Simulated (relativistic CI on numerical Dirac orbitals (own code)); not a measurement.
Electric-dipole transitions in Cs XXXVII

These numbers are calculated, not measured: Dirac-Coulomb-Breit CI, orbitals from a KLI potential per configuration, QED by a radiative potential, unscaled Slater integrals (own radial code, finite nucleus).

Configurations in the expansion (outside the closed core [Ne]): 3s2 3p6 3d, 3s2 3p5 3d2, 3s 3p6 3d2, 3s2 3p6 4s, 3s2 3p6 4p, 3s2 3p6 4d, 3s2 3p5 3d 4s, 3s2 3p6 4f, 3s2 3p5 3d 4p, 3s2 3p5 3d 4d, 3s 3p6 3d 4s, 3p6 3d2 4p, 3s2 3p5 3d 4f, 3s 3p6 3d 4p, 3s 3p6 3d 4d, 3s2 3p6 5s, 3s2 3p6 5p, 3s 3p6 3d 4f, 3s2 3p6 5d, 3s2 3p6 5f, 3s2 3p6 5g, 3p6 3d3, 3p5 3d4, 3p5 3d3 4s, 3p6 3d2 4s, 3p5 3d2 4s2, 3p6 3d2 4d, 3p5 3d3 4d, 3p5 3d2 4s 4d. Double excitations out of closed p, d and f shells are left out; levels of such configurations are missing from the list, as are those of other unlisted configurations, and high levels can miss mixing partners. These lack a partner that the ground configuration has and come out too high: 3s2 3p5 3d 4p, 3s2 3p5 3d 4f.

| λ vac (Å) | Lower | Upper | A (s⁻¹) | gf | Branching (%) |
| --- | --- | --- | --- | --- | --- |
| 9.3495 | 3s2 3p6 3d 2D_3/2 [1] | 3s2 3p5 3d 4d 2F°_5/2 [371] | 1.10e+13 | 8.63e-01 | 99.3 |
| 9.3541 | 3s2 3p6 3d 2D_3/2 [1] | 3s2 3p5 3d 4d 2P°_1/2 [370] | 3.28e+13 | 8.60e-01 | 99.7 |
| 9.3573 | 3s2 3p6 3d 2D_5/2 [2] | 3s2 3p5 3d 4d 2F°_7/2 [399] | 1.42e+13 | 1.49e+00 | 99.1 |
| 9.3744 | 3s2 3p6 3d 2D_3/2 [1] | 3s2 3p5 3d 4d 2D°_3/2 [364] | 2.94e+13 | 1.55e+00 | 98.6 |
| 9.3747 | 3s2 3p6 3d 2D_5/2 [2] | 3s2 3p5 3d 4d 2P°_3/2 [393] | 2.55e+13 | 1.34e+00 | 94.3 |
| 9.3777 | 3s2 3p6 3d 2D_3/2 [1] | 3s2 3p5 3d 4d 2F°_5/2 [362] | 2.41e+13 | 1.90e+00 | 99.5 |
| 9.3812 | 3s2 3p6 3d 2D_5/2 [2] | 3s2 3p5 3d 4d 2F°_7/2 [392] | 1.40e+13 | 1.48e+00 | 99.2 |
| 9.4170 | 3s2 3p6 3d 2D_5/2 [2] | 3s2 3p5 3d 4d 2D°_5/2 [383] | 2.06e+13 | 1.65e+00 | 99.4 |
| 9.4203 | 3s2 3p6 3d 2D_3/2 [1] | 3s2 3p5 3d 4d 2D°_3/2 [351] | 4.77e+12 | 2.54e-01 | 97.2 |
| 9.9778 | 3s2 3p6 3d 2D_5/2 [2] | 3s2 3p5 3d 4s 2F°_7/2 [323] | 1.72e+12 | 2.05e-01 | 99.7 |
| 10.179 | 3s2 3p6 3d 2D_3/2 [1] | 3s2 3p6 4f 2F°_5/2 [290] | 3.72e+13 | 3.47e+00 | 93.7 |
| 10.316 | 3s2 3p6 3d 2D_5/2 [2] | 3s2 3p6 4f 2F°_7/2 [291] | 3.95e+13 | 5.04e+00 | 99.9 |
| 10.336 | 3s2 3p6 3d 2D_5/2 [2] | 3s2 3p6 4f 2F°_5/2 [290] | 2.47e+12 | 2.38e-01 | 6.2 |
| 10.636 | 3s2 3p6 3d 2D_5/2 [2] | 3s2 3p5 3d 4s 2D°_5/2 [279] | 4.08e+12 | 4.15e-01 | 98.9 |
| 10.658 | 3s2 3p6 3d 2D_5/2 [2] | 3s2 3p5 3d 4s 4D°_7/2 [278] | 1.49e+12 | 2.04e-01 | 99.7 |
| 10.681 | 3s2 3p6 3d 2D_3/2 [1] | 3s2 3p5 3d 4s 2D°_3/2 [265] | 4.34e+12 | 2.97e-01 | 97.0 |
| 10.688 | 3s2 3p6 3d 2D_3/2 [1] | 3s2 3p5 3d 4s 2F°_5/2 [263] | 4.42e+12 | 4.54e-01 | 99.5 |
| 10.738 | 3s2 3p6 3d 2D_5/2 [2] | 3s2 3p5 3d 4s 2F°_7/2 [272] | 4.87e+12 | 6.73e-01 | 99.9 |
| 41.058 | 3s2 3p6 3d 2D_3/2 [1] | 3s2 3p5 3d2 2D°_3/2 [42] | 8.82e+11 | 8.91e-01 | 100.0 |
| 41.464 | 3s2 3p6 3d 2D_3/2 [1] | 3s2 3p5 3d2 2D°_3/2 [40] | 9.91e+11 | 1.02e+00 | 97.1 |
| 41.845 | 3s2 3p6 3d 2D_5/2 [2] | 3s2 3p5 3d2 2P°_3/2 [46] | 1.33e+12 | 1.40e+00 | 99.3 |
| 42.362 | 3s2 3p6 3d 2D_3/2 [1] | 3s2 3p5 3d2 2P°_1/2 [38] | 1.06e+12 | 5.71e-01 | 100.0 |
| 42.411 | 3s2 3p6 3d 2D_5/2 [2] | 3s2 3p5 3d2 2D°_5/2 [45] | 1.54e+12 | 2.48e+00 | 99.5 |
| 42.769 | 3p6 3d3 2G_9/2 [79] | 3p5 3d4 2F°_7/2 [266] | 1.33e+12 | 2.92e+00 | n/a |
| 42.900 | 3s2 3p6 3d 2D_5/2 [2] | 3s2 3p5 3d2 2F°_7/2 [44] | 7.86e+11 | 1.74e+00 | 100.0 |
| 43.529 | 3p6 3d3 2H_11/2 [75] | 3p5 3d4 2H°_11/2 [241] | 1.04e+12 | 3.54e+00 | n/a |
| 46.957 | 3s2 3p6 3d 2D_3/2 [1] | 3s2 3p5 3d2 2F°_5/2 [32] | 4.65e+11 | 9.23e-01 | 99.5 |
| 53.436 | 3s2 3p6 3d 2D_3/2 [1] | 3s2 3p5 3d2 2P°_1/2 [27] | 3.33e+11 | 2.85e-01 | 100.0 |
| 53.632 | 3s2 3p5 3d2 4D°_7/2 [10] | 3s 3p6 3d2 4P_5/2 [52] | 2.10e+11 | 5.44e-01 | 32.4 |
| 53.924 | 3s2 3p5 3d2 2H°_11/2 [20] | 3s 3p6 3d2 2G_9/2 [59] | 3.65e+11 | 1.59e+00 | 56.4 |
| 54.228 | 3s2 3p5 3d2 4D°_1/2 [3] | 3s 3p6 3d2 4F_3/2 [48] | 1.42e+11 | 2.51e-01 | 22.0 |
| 54.447 | 3s2 3p5 3d2 4F°_5/2 [5] | 3s 3p6 3d2 4F_5/2 [49] | 1.50e+11 | 4.01e-01 | 23.0 |
| 54.460 | 3s2 3p5 3d2 4G°_11/2 [13] | 3s 3p6 3d2 4F_9/2 [53] | 3.54e+11 | 1.57e+00 | 54.3 |
| 54.492 | 3s2 3p6 3d 2D_5/2 [2] | 3s2 3p5 3d2 2P°_3/2 [31] | 2.25e+11 | 4.01e-01 | 98.2 |
| 54.493 | 3s2 3p5 3d2 4D°_3/2 [4] | 3s 3p6 3d2 4F_3/2 [48] | 1.96e+11 | 3.49e-01 | 30.2 |
| 54.643 | 3s2 3p5 3d2 2F°_7/2 [23] | 3s 3p6 3d2 2D_5/2 [60] | 3.14e+11 | 8.45e-01 | 49.2 |
| 55.056 | 3s2 3p5 3d2 4P°_3/2 [9] | 3s 3p6 3d2 4P_1/2 [51] | 4.59e+11 | 4.17e-01 | 70.1 |
| 55.078 | 3s2 3p5 3d2 4G°_9/2 [8] | 3s 3p6 3d2 4F_7/2 [50] | 3.44e+11 | 1.25e+00 | 52.9 |
| 55.179 | 3s2 3p5 3d2 4G°_7/2 [6] | 3s 3p6 3d2 4F_5/2 [49] | 3.48e+11 | 9.52e-01 | 53.0 |
| 55.519 | 3s2 3p6 3d 2D_3/2 [1] | 3s2 3p5 3d2 2F°_5/2 [26] | 2.99e+11 | 8.28e-01 | 97.4 |
| 55.662 | 3s2 3p5 3d2 4F°_5/2 [5] | 3s 3p6 3d2 4F_3/2 [48] | 1.79e+11 | 3.33e-01 | 27.7 |
| 55.662 | 3s2 3p6 3d 2D_5/2 [2] | 3s2 3p5 3d2 2D°_5/2 [30] | 2.38e+11 | 6.65e-01 | 84.8 |
| 57.022 | 3s2 3p6 3d 2D_3/2 [1] | 3s2 3p5 3d2 2D°_3/2 [22] | 1.58e+11 | 3.09e-01 | 98.4 |
| 57.256 | 3s2 3p5 3d2 4F°_9/2 [18] | 3s 3p6 3d2 4F_9/2 [53] | 1.54e+11 | 7.56e-01 | 23.6 |
| 57.408 | 3s2 3p6 3d 2D_5/2 [2] | 3s2 3p5 3d2 2G°_7/2 [28] | 1.23e+11 | 4.86e-01 | 100.0 |

Terms are leading LS components. Brackets give the number of a level in order of energy, since labels repeat. The list gives strong lines, with weight on those to low levels, without lines whose two gauges differ by over a factor of 2.5, among the lowest 400 of 2758 levels, so that lines to higher ones, which can be the strongest, are missing. Levels whose partners in the same complex of configurations lie outside the list can be far off, and so can their lines. Rates are taken at the computed energies, electric ones in the length gauge.

At this charge energies of transitions that change n are usually good to better than 1 %, and those within a shell (Δn = 0) to a few per cent.

LS names give the leading component of a level, which can be under half, so a name can repeat, a term be missing and a line seem to break the LS rules.
